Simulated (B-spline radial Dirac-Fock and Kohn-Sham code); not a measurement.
**Binding energies of Re³⁰⁺**

System: Re³⁰⁺ in the configuration [Kr] 4d9; nuclear rms radius 5.3698 fm (A = 187).

Model: ΔSCF Dirac-Fock with Breit, self-energy and vacuum polarisation, finite nucleus, configuration average. Program: a radial B-spline solver. No correlation. Energies are counted from the vacuum level. Subshells whose hole state is unreliable or did not converge are left out.

All terms are in eV, carry their sign (relaxation lowers the binding energy) and add up to the binding energy; ⟨r⟩ is the mean radius of the orbital in the initial state.

```tsv
subshell	−ε (Koopmans)	relaxation	Breit	QED	binding energy	⟨r⟩ (bohr)
K	73227.8	-66.55	-240.22	-125.70	72795.4	0.018
L1	13743.9	-30.50	-27.41	-18.45	13667.5	0.076
L2	13169.7	-35.13	-45.07	-0.02	13089.5	0.063
L3	11728.6	-31.88	-27.40	-1.81	11667.5	0.071
M1	4087.0	-9.62	-5.24	-4.30	4067.8	0.196
M2	3833.1	-10.51	-8.75	-0.10	3813.7	0.186
M3	3512.0	-9.35	-5.02	-0.45	3497.2	0.200
M4	3093.0	-11.48	-3.83	0.35	3078.1	0.175
N1	1648.8	-1.68	-1.43	-1.22	1644.5	0.414
N2	1537.6	-1.75	-2.34	-0.02	1533.5	0.413
N3	1447.1	-1.52	-1.30	-0.12	1444.1	0.436
N4,5	1254.4	-1.58	-0.68	0.06	1252.2	0.439
```

For the deepest level, K (1s), the Breit terms make up -0.330 % of the binding energy, QED -0.173 % and orbital relaxation -0.091 %.

Going to the tabulated ground configuration of the next ion removes an electron from N4,5 (4d), computed at 1252.2 eV. NIST lists 1242 ± 4 eV as the ionisation energy of this species (theoretical), -10.25 eV from the computed value. Where a p, d or f shell is open in either ion the computed value averages over both j values and all terms, while the table refers to the lowest levels; that difference holds spin-orbit splitting (largest in heavy or highly charged ions), term energies where several electrons share open shells, and correlation, and it can reach 10 % or more.
